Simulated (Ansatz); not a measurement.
Ansatz (a program for electronic structure) input (r2SCAN/def2-TZVPD):

Ansatz 0.2 input:
```yaml
crystal:
  periodic: [false, false, false]
  atoms:
    - {symbol: C, position_ang: [-2.16563056, 0.06536133, 0.12899303]}
    - {symbol: Ge, position_ang: [-0.23119520, 0.00697775, 0.01377085]}
    - {symbol: Cl, position_ang: [0.59509656, 1.97845728, -0.24940493]}
    - {symbol: Cl, position_ang: [0.63248150, -0.82914640, 1.80086627]}
    - {symbol: Cl, position_ang: [0.41581396, -1.19891042, -1.64934790]}
    - {symbol: H, position_ang: [-2.44746409, 0.68282966, 0.97968179]}
    - {symbol: H, position_ang: [-2.55868015, 0.49302875, -0.79132280]}
    - {symbol: H, position_ang: [-2.53949035, -0.94812208, 0.26108715]}
basis:
  gaussian:
    orbitals: def2-TZVPD
hamiltonian:
  xc: {name: r2SCAN}
output: {forces: true}
```

Output:

```
Functional definition: r2SCAN
integrals: 0.31 GiB planned
1540 factors; their error is unknown
0.41 GiB of the device are held for the grids
1.65 GiB of device memory are held for the factors and their scratch space
mean field: 1.36 GiB planned
mean field evaluation 1: about -95167.3522 eV, gradient 6.0e1 eV
mean field evaluation 2: about -95159.4775 eV, gradient 7.8e1 eV
mean field evaluation 4: about -95174.6721 eV, gradient 3.7e0 eV
mean field evaluation 8: about -95174.7003 eV, gradient 2.0e-1 eV
mean field evaluation 16: about -95174.6730 eV, gradient 2.9e-4 eV
mean field -95174.67300055 eV, -3497.6047210599 hartree, gradient 2.7e-5 eV, S^2 0.000000; 0 other end points of the search recorded, 0 dependent functions left out
the calculation of the forces begins
reference -95174.67303082 eV, -3497.6047221720 hartree; 46, 46 occupied and 210, 210 virtual orbitals, 1540 factors
Total energy: -95174.67303082 eV, -3497.6047221720 hartree
Atom 0 at    -2.165631     0.065361     0.128993 Å, force     0.213097    -0.006552    -0.012680 eV/Å
Atom 1 at    -0.231195     0.006978     0.013771 Å, force     0.043376    -0.001845    -0.002526 eV/Å
Atom 2 at     0.595097     1.978457    -0.249405 Å, force    -0.084753    -0.224504     0.029383 eV/Å
Atom 3 at     0.632482    -0.829146     1.800866 Å, force    -0.089313     0.095099    -0.204051 eV/Å
Atom 4 at     0.415814    -1.198910    -1.649348 Å, force    -0.064641     0.137204     0.188822 eV/Å
Atom 5 at    -2.447464     0.682830     0.979682 Å, force    -0.002921     0.027234     0.037283 eV/Å
Atom 6 at    -2.558680     0.493029    -0.791323 Å, force    -0.007871     0.018787    -0.041537 eV/Å
Atom 7 at    -2.539490    -0.948122     0.261087 Å, force    -0.006976    -0.045423     0.005306 eV/Å
Dipole moment:    -0.562332     0.016972     0.033495 e Å
```
